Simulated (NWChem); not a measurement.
All runs are NWChem calculations. System: diarsenic (As2), charge 0, spin multiplicity 1, at a geometry optimised with PBE0/def2-SVP. Level: RHF/def2-QZVP.

Output (cleaned and shortened):

```
             Northwest Computational Chemistry Package (NWChem) 7.3.0
             --------------------------------------------------------

                                NWChem Input Module
                                -------------------

 Scaling coordinates for geometry "geometry" by  1.889725989
 (inverse scale =  0.529177249)

 Turning off AUTOSYM since
 SYMMETRY directive was detected!

                             Geometry "geometry" -> ""
                             -------------------------

 Output coordinates in angstroms (scale by  1.889725989 to convert to a.u.)

  No.       Tag          Charge          X              Y              Z
 ---- ---------------- ---------- -------------- -------------- --------------
    1 As                  33.0000     0.00000000     0.00000000     1.04563100
    2 As                  33.0000     0.00000000     0.00000000    -1.04563100

 Effective nuclear repulsion energy (a.u.)     275.5628056937

            Nuclear Dipole moment (a.u.)
            ----------------------------
        X                 Y               Z
 ---------------- ---------------- ----------------
     0.0000000000     0.0000000000     0.0000000000

      Symmetry information
      --------------------

 Group name             D2h
 Group number             26
 Group order               8
 No. of unique centers     1

      Symmetry unique atoms

     1


 Summary of "ao basis" -> "" (spherical)
 ------------------------------------------------------------------------------
       Tag                 Description            Shells   Functions and Types
 ---------------- ------------------------------  ------  ---------------------
 *                         def2-qzvp                  on all atoms

 Summary of "ao basis" -> "ao basis" (spherical)
 ------------------------------------------------------------------------------
       Tag                 Description            Shells   Functions and Types
 ---------------- ------------------------------  ------  ---------------------
 As                        def2-qzvp                25       75   11s7p4d2f1g

                                 NWChem SCF Module
                                 -----------------

  ao basis        = "ao basis"
  functions       =   150
  atoms           =     2
  closed shells   =    33
  open shells     =     0
  charge          =   0.00
  wavefunction    = RHF
  use symmetry    = T
  symmetry adapt  = T

 Summary of "ao basis" -> "ao basis" (spherical)
 ------------------------------------------------------------------------------
       Tag                 Description            Shells   Functions and Types
 ---------------- ------------------------------  ------  ---------------------
 As                        def2-qzvp                25       75   11s7p4d2f1g

      Symmetry analysis of basis
      --------------------------

        ag         33
        au          8
        b1g         8
        b1u        33
        b2g        17
        b2u        17
        b3g        17
        b3u        17

 Forming initial guess at       0.2s

      Superposition of Atomic Density Guess
      -------------------------------------

 Sum of atomic energies:       -4468.36479371

      Non-variational initial energy
      ------------------------------

 Total energy =   -4468.612145
 1-e energy   =   -6779.143599
 2-e energy   =    2034.968649
 HOMO         =      -0.276308
 LUMO         =      -0.073666

      Symmetry analysis of molecular orbitals - initial
      -------------------------------------------------

 !! scf_movecs_sym_adapt:  100 vectors were symmetry contaminated

  Symmetry fudging

 !! scf_movecs_sym_adapt:   98 vectors were symmetry contaminated

  Numbering of irreducible representations:

     1 ag          2 au          3 b1g         4 b1u         5 b2g
     6 b2u         7 b3g         8 b3u

  Orbital symmetries:

     1 ag          2 b1u         3 b1u         4 ag          5 b1u
     6 ag          7 b2g         8 b3g         9 b2u        10 b3u
    11 ag         12 b1u        13 ag         14 b1u        15 b3u
    16 b2u        17 b2g        18 b3g        19 ag         20 b2u
    21 b3u        22 b2g        23 b3g        24 ag         25 b1g
[...]
    26 b1u        27 au         28 b1u        29 ag         30 b1u
    31 b2u        32 b3u        33 ag         34 b2g        35 b3g
    36 b1u        37 ag         38 b3u        39 b2u        40 ag
    41 b2g        42 b3g        43 b1u

 Starting SCF solution at       5.4s

 ----------------------------------------------
         Quadratically convergent ROHF

 Convergence threshold     :          1.000E-07
 Maximum no. of iterations :          100
 Final Fock-matrix accuracy:          1.000E-09
 ----------------------------------------------

              iter       energy          gnorm     gmax       time
             ----- ------------------- --------- --------- --------
                 1    -4468.4909392347  2.26D-01  8.13D-02      5.5
                 2    -4468.4976940460  1.99D-02  7.33D-03      5.7
                 3    -4468.4977327839  9.10D-05  2.48D-05      5.9
                 4    -4468.4977327849  7.73D-09  6.91D-09      6.4

       Final RHF  results
       ------------------

         Total SCF energy =  -4468.497732784879
      One-electron energy =  -6779.975724575080
      Two-electron energy =   2035.915186096475
 Nuclear repulsion energy =    275.562805693725

        Time for solution =      1.0s

       Symmetry analysis of molecular orbitals - final
       -----------------------------------------------

  Numbering of irreducible representations:

     1 ag          2 au          3 b1g         4 b1u         5 b2g
     6 b2u         7 b3g         8 b3u

  Orbital symmetries:

     1 ag          2 b1u         3 ag          4 b1u         5 b2g
     6 b3g         7 b3u         8 b2u         9 b1u        10 ag
    11 ag         12 b1u        13 b3u        14 b2u        15 b2g
    16 b3g        17 ag         18 b1u        19 ag         20 ag
    21 b1g        22 b1u        23 au         24 b2u        25 b3u
    26 b3g        27 b2g        28 b1u        29 ag         30 b1u
    31 ag         32 b2u        33 b3u        34 b2g        35 b3g
    36 b1u        37 ag         38 b2u        39 b3u        40 ag
    41 b3g        42 b2g        43 b1u

             Final eigenvalues
             -----------------

              1
    1 -432.5982
    2 -432.5982
    3  -56.3217
    4  -56.3217
    5  -50.1664
    6  -50.1664
    7  -50.1664
    8  -50.1664
    9  -50.1651
   10  -50.1651
   11   -8.0417
   12   -8.0415
   13   -5.8947
   14   -5.8947
   15   -5.8945
   16   -5.8945
   17   -5.8921
   18   -5.8906
   19   -2.1312
   20   -2.1291
   21   -2.1291
   22   -2.1281
   23   -2.1281
   24   -2.1270
   25   -2.1270
   26   -2.1209
   27   -2.1209
   28   -2.1160
   29   -0.8626
   30   -0.6074
   31   -0.3797
   32   -0.3428
   33   -0.3428
   34    0.0056
   35    0.0056
   36    0.1094
   37    0.1959
   38    0.2091
   39    0.2091
   40    0.2159
   41    0.2734
   42    0.2734
   43    0.2908

                       ROHF Final Molecular Orbital Analysis
                       -------------------------------------

 Vector   31  Occ=2.000000D+00  E=-3.796754D-01  Symmetry=ag
              MO Center= -6.5D-17, -1.4D-16,  2.0D-15, r^2= 3.6D+00
   Bfn.  Coefficient  Atom+Function         Bfn.  Coefficient  Atom+Function
  ----- ------------  ---------------      ----- ------------  ---------------
    29      0.316074  1 As pz               104     -0.316074  2 As pz
    26      0.270660  1 As pz               101     -0.270660  2 As pz
    11      0.208407  1 As s                 86      0.208407  2 As s

 Vector   32  Occ=2.000000D+00  E=-3.428491D-01  Symmetry=b2u
              MO Center= -3.7D-31, -5.6D-16,  1.2D-16, r^2= 2.8D+00
   Bfn.  Coefficient  Atom+Function         Bfn.  Coefficient  Atom+Function
  ----- ------------  ---------------      ----- ------------  ---------------
    28      0.312115  1 As py               103      0.312115  2 As py
    25      0.219893  1 As py               100      0.219893  2 As py

 Vector   33  Occ=2.000000D+00  E=-3.428491D-01  Symmetry=b3u
              MO Center=  8.0D-16, -1.4D-30,  2.4D-17, r^2= 2.8D+00
   Bfn.  Coefficient  Atom+Function         Bfn.  Coefficient  Atom+Function
  ----- ------------  ---------------      ----- ------------  ---------------
    27      0.312115  1 As px               102      0.312115  2 As px
    24      0.219893  1 As px                99      0.219893  2 As px

 Vector   34  Occ=0.000000D+00  E= 5.625622D-03  Symmetry=b2g
              MO Center= -1.8D-17,  1.7D-30,  1.7D-16, r^2= 4.8D+00
   Bfn.  Coefficient  Atom+Function         Bfn.  Coefficient  Atom+Function
  ----- ------------  ---------------      ----- ------------  ---------------
    30      0.554851  1 As px               105     -0.554851  2 As px
    27      0.256711  1 As px               102     -0.256711  2 As px
    24      0.238972  1 As px                99     -0.238972  2 As px

 Vector   35  Occ=0.000000D+00  E= 5.625622D-03  Symmetry=b3g
              MO Center= -1.5D-30,  1.1D-16,  5.6D-17, r^2= 4.8D+00
   Bfn.  Coefficient  Atom+Function         Bfn.  Coefficient  Atom+Function
  ----- ------------  ---------------      ----- ------------  ---------------
    31      0.554851  1 As py               106     -0.554851  2 As py
    28      0.256711  1 As py               103     -0.256711  2 As py
    25      0.238972  1 As py               100     -0.238972  2 As py

 Vector   36  Occ=0.000000D+00  E= 1.093512D-01  Symmetry=b1u
              MO Center= -6.0D-19,  6.4D-18, -4.5D-15, r^2= 1.2D+01
   Bfn.  Coefficient  Atom+Function         Bfn.  Coefficient  Atom+Function
  ----- ------------  ---------------      ----- ------------  ---------------
    11      4.526645  1 As s                 86     -4.526645  2 As s
    32     -2.382882  1 As pz               107     -2.382882  2 As pz
    29     -1.620217  1 As pz               104     -1.620217  2 As pz
    50      0.852037  1 As d  0             125     -0.852037  2 As d  0
    10      0.384602  1 As s                 85     -0.384602  2 As s

 center of mass
 --------------
 x =   0.00000000 y =   0.00000000 z =   0.00000000

 moments of inertia (a.u.)
 ------------------
         585.048151349117           0.000000000000           0.000000000000
           0.000000000000         585.048151349117           0.000000000000
           0.000000000000           0.000000000000           0.000000000000

  Mulliken analysis of the total density
  --------------------------------------

    Atom       Charge   Shell Charges
 -----------   ------   -------------------------------------------------------
    1 As  33    33.00   1.87 -0.03  0.15  0.87  0.98  0.24  1.10  0.76  0.45  1.02  0.43  6.00  3.21  2.25  0.57  0.92  1.54  0.54  8.36  1.45  0.23  0.08  0.01  0.00  0.00
    2 As  33    33.00   1.87 -0.03  0.15  0.87  0.98  0.24  1.10  0.76  0.45  1.02  0.43  6.00  3.21  2.25  0.57  0.92  1.54  0.54  8.36  1.45  0.23  0.08  0.01  0.00  0.00

       Multipole analysis of the density wrt the origin
       ------------------------------------------------

     L   x y z        total         open         nuclear
     -   - - -        -----         ----         -------
     0   0 0 0     -0.000000      0.000000     66.000000

     1   1 0 0     -0.000000      0.000000      0.000000
     1   0 1 0      0.000000      0.000000      0.000000
     1   0 0 1      0.000000      0.000000      0.000000

     2   2 0 0    -27.170936      0.000000      0.000000
     2   1 1 0      0.000000      0.000000      0.000000
     2   1 0 1     -0.000000      0.000000      0.000000
     2   0 2 0    -27.170936      0.000000      0.000000
     2   0 1 1     -0.000000      0.000000      0.000000
     2   0 0 2    -26.034128      0.000000    257.690559

 Task  times  cpu:        6.4s     wall:        6.4s

 Total times  cpu:        6.4s     wall:        6.4s
```

Q: Write an NWChem input that would produce this output.

A: This is not unique; one that fits is 
```
start mol
memory heap 200 mb stack 900 mb global 1100 mb
geometry units angstroms nocenter noautoz
  As     0.000000     0.000000     1.045631
  As     0.000000     0.000000    -1.045631
  symmetry group D2h
end
basis spherical
  * library def2-qzvp
end
scf
  rhf
  nopen 0
  maxiter 100
  thresh 1e-7
  semidirect memsize 60000000 filesize 0
end
task scf energy
```
